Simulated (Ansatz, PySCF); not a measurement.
Reaction (SMILES): [SiH4] (SiH4) → [SiH3] (SiH3) + H atom (the H-Si bond at the site shown breaks; other sites are not compared here)
Structures are relaxed separately at B3LYP-D3(BJ)/def2-TZVP in Ansatz (a quantum-chemistry and plane-wave program).

Property: bond dissociation energy (enthalpy at 298 K, with B3LYP-D3(BJ) rigid-rotor harmonic-oscillator terms from PySCF), in eV. Cores are frozen in the correlated levels unless marked. UHF or UKS for open shells. Spin-orbit coupling is left out. No relativistic terms. CBS(X,Y): correlation extrapolated as X^-3; Hartree-Fock from the larger set.

```csv
level,program,bond dissociation energy (eV)
HF-D4/def2-TZVPD,PySCF + dftd4,[?]
BLYP-D3(BJ)/def2-TZVPD,Ansatz + dftd3,3.86
TPSS-D4/def2-TZVPD,PySCF + dftd4,3.99
B3LYP-D4/def2-TZVPD,Ansatz + dftd4,3.93
CAM-B3LYP/def2-TZVPD,Ansatz,3.95
SCS-MP2/def2-SVP,Ansatz,3.78
CCSDT/cc-pV(D+d)Z,Ansatz,3.79
"CCSD(T)/CBS(def2-TZVPPD,def2-QZVPPD)",Ansatz,[?]
```

Some entries are withheld; supply them.


- HF-D4/def2-TZVPD, bond dissociation energy (eV): 3.12
- CCSD(T)/CBS(def2-TZVPPD,def2-QZVPPD), bond dissociation energy (eV): 3.98
